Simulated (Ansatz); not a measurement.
[In(OMe)H3]- (CH6InO⁻) was relaxed with r2SCAN-D4 (def2-TZVPD) in Ansatz in these states: charge -1 singlet, neutral doublet. The geometries follow in no particular order.

In the def2 sets In takes a core potential; there is no spin–orbit coupling.

A:

```xyz
9

In   -0.746    0.865   -1.240
O    -0.406    0.150    0.750
C     0.530   -0.840    1.038
H     0.993   -1.279    0.145
H    -0.004   -1.640    1.575
H     1.302   -0.461    1.718
H     0.663    1.740   -0.460
H    -2.161    1.821   -1.225
H    -0.172   -0.357   -2.301
```

B:

```xyz
9

In    0.934   -1.080   -0.514
O    -0.882   -0.396    0.299
C    -0.978    0.964    0.516
H    -0.211    1.359    1.217
H    -1.961    1.224    0.956
H    -0.882    1.571   -0.411
H     1.097   -0.228   -2.064
H     0.707   -2.824   -0.656
H     2.176   -0.590    0.657
```

**Question.** Judge from the bond lengths which geometry belongs to which state (an estimate).

**Answer.** A is the neutral doublet (In1–H9 1.717 Å, In1–H7 1.833 Å, In1–H8 1.707 Å); B is the charge -1 singlet (In1–H9 1.776 Å, In1–H7 1.776 Å, In1–H8 1.764 Å).
